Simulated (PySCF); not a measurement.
H8N2Si2, SMILES N[SiH2][SiH2]N.

Coordinates come from a PBE-D3(BJ)/def2-SVP optimisation. Other conformers were not sampled.

Computed with PySCF with PBE-D3(BJ)/def2-SVP.

Frequencies are harmonic and unscaled.

### Question
Estimate the vibrational spectrum. (The exact figures need the calculation; the answer reports its results.)

### Answer

```csv
mode,ν (cm⁻¹),IR (km/mol),moving atoms (share of kinetic energy)
1,69,1.5,"N 48 %, H 33 %, Si 19 %"
2,128,1.1,"N 63 %, H 26 %, Si 11 %"
3,183,3.1,"H 63 %, Si 20 %, N 17 %"
4,277,9.0,"H 63 %, Si 21 %, N 16 %"
5,293,55.0,H 91 %
6,404,29.5,"H 78 %, Si 19 %"
7,415,4.2,"Si 72 %, H 27 %"
8,451,190.6,"H 81 %, N 16 %"
9,500,92.0,"H 82 %, N 15 %"
10,549,20.7,"H 78 %, Si 19 %"
11,656,30.0,H 91 %
12,690,21.0,H 91 %
13,729,41.0,"H 88 %, N 8 %"
14,757,59.8,"H 64 %, N 29 %"
15,800,168.2,"H 41 %, Si 30 %, N 29 %"
16,830,56.7,"N 45 %, Si 30 %, H 24 %"
17,880,190.7,"H 81 %, N 11 %"
18,915,13.0,"H 77 %, Si 13 %, N 9 %"
19,924,64.0,H 93 %
20,960,96.2,H 93 %
21,1480,40.4,"H 91 %, N 9 %"
22,1502,23.9,"H 91 %, N 9 %"
23,2066,137.0,H 97 %
24,2090,191.6,H 97 %
25,2139,109.3,H 97 %
26,2157,110.7,H 97 %
27,3450,25.2,H 96 %
28,3457,9.3,H 96 %
29,3549,17.1,"H 92 %, N 8 %"
30,3565,36.6,"H 92 %, N 8 %"
```
